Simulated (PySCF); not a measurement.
Ionisation energy of Al²⁺ by level of theory

Al²⁺ [Ne] 3s1 (2S) → Al³⁺ [Ne] (1S), as a difference of total energies. Computed with PySCF 2.14 in dyall-acv3z (19s12p6d4f, 113 functions), with the spin-free X2C one-electron Hamiltonian (Gaussian nucleus). Correlated levels: valence and next inner shell: 1s2 frozen; virtual orbitals above 40 to 60 times the deepest correlated orbital energy dropped. The calculations carry no spin-orbit coupling.

| method | ionisation energy (eV) | error (eV) |
| --- | --- | --- |
| UHF | 28.089 | -0.359 |
| LDA | 28.870 | +0.422 |
| PBE | 28.872 | +0.424 |
| PBE0 | 28.734 | +0.286 |
| r2SCAN | 28.430 | -0.018 |
| PW91 | 28.926 | +0.478 |
| wB97X-V | 28.498 | +0.050 |
| B3LYP | 29.072 | +0.624 |
| MP2 (valence and next inner shell) | 28.415 | -0.033 |
| SCS-MP2 (valence and next inner shell) | 28.349 | -0.099 |

Reference: 28.448 eV (measured; NIST Atomic Spectra Database, ionization energies).

Errors of the correlated levels include the incompleteness of this basis and the frozen core.
